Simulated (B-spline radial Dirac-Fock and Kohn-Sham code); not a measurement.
# Elastic and transport cross sections of beryllium for electrons

Model: relativistic (Dirac) partial waves in the static field of the Dirac-Fock atom with Furness-McCarthy exchange, without polarisation or absorption potentials. Program: an atomic code on a B-spline grid. σ_tr1 and σ_tr2 weight the cross section with 1 − P₁ and 1 − P₂ of cos θ; "backward" is the share scattered beyond 90°.

| energy (eV) | σ (a₀²) | σ_tr1 (a₀²) | σ_tr2 (a₀²) | σ/σ_tr1 | backward (%) |
| --- | --- | --- | --- | --- | --- |
| 1370 | 1.11 | 0.0385 | 0.0854 | 28.9 | 0.50 |
| 1500 | 1.02 | 0.0328 | 0.0732 | 31.1 | 0.45 |
| 1770 | 0.868 | 0.0244 | 0.0551 | 35.6 | 0.38 |
| 2000 | 0.770 | 0.0196 | 0.0447 | 39.3 | 0.33 |
| 2230 | 0.693 | 0.0161 | 0.0370 | 42.9 | 0.29 |
| 3000 | 0.518 | 0.00947 | 0.0221 | 54.7 | 0.21 |
| 3360 | 0.464 | 0.00772 | 0.0182 | 60.0 | 0.19 |
| 3510 | 0.444 | 0.00714 | 0.0168 | 62.2 | 0.18 |
| 3860 | ? | ? | ? | ? | ? |
| 4900 | 0.320 | 0.00391 | 0.00937 | 82.0 | 0.13 |
| 4920 | 0.319 | 0.00388 | 0.00930 | 82.3 | 0.13 |
| 4980 | 0.315 | 0.00379 | 0.00910 | 83.1 | 0.12 |

Problem. Fill in the row for 3.86 keV.

Solution. σ = 0.405 a₀², σ_tr1 = 0.00601 a₀², σ_tr2 = 0.0142 a₀², σ/σ_tr1 = 67.3, backward 0.16 %. The ratio σ/σ_tr1 is roughly the number of elastic collisions that randomise the direction.

Values without a named source are computed, but for edge energies of neutral atoms, which are taken from tables.
